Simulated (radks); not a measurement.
Rh3+, configuration [Kr] 4d6. All-electron calculation, scalar-relativistic Kohn-Sham, BLYP, spin-unpolarised, spherical densities, finite nucleus; Fermi nuclear charge, rms radius 4.4945 fm. Program: a radial shooting solver on a logarithmic mesh with Libxc functionals.

Normalised radial functions P(r) = r R(r), r in bohr:

| r | 4s | 5p |
|---|---|---|
| 0.004681 | 0.1508 | 0.0037 |
| 0.006194 | 0.1820 | 0.0061 |
| 0.008262 | 0.2145 | 0.0101 |
| 0.01102 | 0.2424 | 0.0164 |
| 0.01458 | 0.2569 | 0.0260 |
| 0.01945 | 0.2467 | 0.0405 |
| 0.02594 | 0.1958 | 0.0610 |
| 0.03459 | 0.0907 | 0.0871 |
| 0.04577 | -0.0646 | 0.1147 |
| 0.06104 | -0.2526 | 0.1369 |
| 0.08142 | -0.4003 | 0.1371 |
| 0.1077 | -0.4052 | 0.0978 |
| 0.1437 | -0.1846 | 0.0066 |
| 0.1916 | 0.2274 | -0.1161 |
| 0.2556 | 0.5964 | -0.2064 |
| 0.3382 | 0.5944 | -0.1832 |
| 0.4511 | 0.0792 | -0.0126 |
| 0.6016 | -0.6810 | 0.2238 |
| 0.796 | -1.1507 | 0.3459 |
| 1.062 | -1.0700 | 0.2194 |
| 1.416 | -0.6312 | -0.1318 |
| 1.889 | -0.2379 | -0.5088 |
| 2.499 | -0.0563 | -0.6864 |
| 3.333 | -0.0068 | -0.5824 |
| 4.445 | -0.0004 | -0.3066 |
| 5.882 | 0.0000 | -0.0975 |
| 7.845 | 0.0000 | -0.0155 |

4s: eigenvalue -118.40 eV, 3 radial nodes at r = 0.0411, 0.165, 0.465 bohr, <r> = 0.972 bohr, 90 % of the charge inside 1.41 bohr. 5p (empty): eigenvalue -22.951 eV, 3 radial nodes at r = 0.146, 0.458, 1.29 bohr, <r> = 2.87 bohr, 90 % of the charge inside 4.11 bohr.
